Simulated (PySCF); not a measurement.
Nb²⁺ (niobium, charge +2) across methods

[Kr] 4d2 5p1, one real determinant (an excited configuration). All numbers are calculated (PySCF 2.14, the spin-free X2C one-electron Hamiltonian (Gaussian nucleus), in aug-cc-pVTZ-DK (9s8p6d3f2g, 102 functions)).

```csv
method,E (hartree),mean ε 4p β (eV),mean ε 4d α (eV),mean ε 5p α (eV),Σ⟨r²⟩ (bohr²),⟨S²⟩
LDA,-3813.53,-55.695,-23.724,-14.715,39.03,3.750
PBE,-3817.78,-55.477,-23.819,-14.648,39.13,3.751
PBE0,-3817.85,-57.850,-25.456,-15.188,39.24,3.751
CAM-B3LYP,-3818.38,-59.312,-26.760,-16.048,39.26,3.751
UHF,-3816.14066,-63.616,-29.646,-16.368,40.17,3.754
revPBE,-3817.99,-55.447,-23.809,-14.625,39.14,3.751
MN15,-3820.71,-58.856,-25.939,-15.540,38.97,3.750
```

Estimate the same row for r2SCAN.

E (hartree) = -3818.16; mean ε 4p β (eV) = -56.316; mean ε 4d α (eV) = -24.233; mean ε 5p α (eV) = -14.649; Σ⟨r²⟩ (bohr²) = 39.21; ⟨S²⟩ = 3.752.

⟨L²⟩ = 13.78 against 20 for a pure G term, so this real determinant mixes terms.
